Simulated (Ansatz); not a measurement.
Consider the ligand exchange at the Sn–O bond: `C[O][SnH]([Cl])[O][SiH3]` + H–F → `C[O][SnH]([F])[Cl]` + `O[SiH3]`.

Program: Ansatz. Geometries: PBE0-D4/def2-TZVP. ΔE: electronic, gas phase. CCSD(T)/CBS is the MP2 limit (def2-TZVPP, def2-QZVPP) plus CCSD(T) − MP2 in def2-TZVPP, frozen cores. This one scheme is used for every species. DFT in def2-TZVPP. B3LYP here is the variant with VWN-RPA as its local correlation; programs differ in this. def2 core potentials past Kr. For Sn outer-core shells are correlated without core-valence functions, which leaves a few kJ/mol of doubt a bond. One conformer a species, not always the lowest.

`C[O][SnH]([Cl])[O][SiH3]`:

Z-matrix (Å, degrees):
```
C
O 1 1.413
H 1 1.092 2 107.6
H 1 1.096 2 112.1 3 118.9
H 1 1.096 2 112.0 3 -118.8
Sn 2 1.937 1 120.6 3 -176.4
O 6 1.938 2 107.9 1 -58.7
Cl 6 2.319 2 107.7 1 54.3
H 6 1.685 2 110.5 1 179.5
Si 7 1.639 6 136.0 2 91.0
H 10 1.487 7 111.1 6 75.3
H 10 1.485 7 107.8 6 -165.0
H 10 1.490 7 110.9 6 -45.5
```

H–F:

Cartesian coordinates in Å:
```
F -0.160 -0.166 0.398
H 0.160 0.166 -0.398
```

`C[O][SnH]([F])[Cl]`:

Z-matrix (Å, degrees):
```
C
O 1 1.416
H 1 1.096 2 112.1
H 1 1.092 2 107.3 3 -118.8
H 1 1.095 2 111.8 3 122.4
Sn 2 1.931 1 121.3 3 -56.3
Cl 6 2.305 2 108.8 1 50.1
F 6 1.910 2 106.4 1 -61.6
H 6 1.686 2 111.9 1 178.0
```

`O[SiH3]`:

Z-matrix (Å, degrees):
```
Si
O 1 1.648
H 1 1.489 2 111.7
H 1 1.489 2 111.7 3 120.9
H 1 1.481 2 105.9 3 -119.6
H 2 0.957 1 117.9 3 -60.5
```

**Question.** Is it downhill or uphill in electronic energy at CCSD(T)/CBS, and by how much? (An estimate is asked.)

**Answer.** Computed: Downhill: ΔE = -1.3 kcal/mol.

**Question.** What do these levels give: B3LYP-D4, ωB97M-V, B2PLYP, PBE0, SCS-MP2/def2-TZVPP, MP2/def2-QZVPP? (Best estimate.)

**Answer.** Computed: B3LYP-D4 -3.6, ωB97M-V -4.0, B2PLYP -4.6, PBE0 -5.3, SCS-MP2/def2-TZVPP -1.7, MP2/def2-QZVPP -0.7 kcal/mol.

Largest T1 diagnostic among the species: 0.014.

The D4 term adds +3.3 kcal/mol with B3LYP and +2.0 kcal/mol with PBE0; it sums over pairs of atoms, weighted by their polarisabilities, and B3LYP, whose exchange is more repulsive, gets the larger term. From PBE to PBE0 (25 % exact exchange), in def2-TZVPP and without D4, ΔE moves by +1.4 kcal/mol.
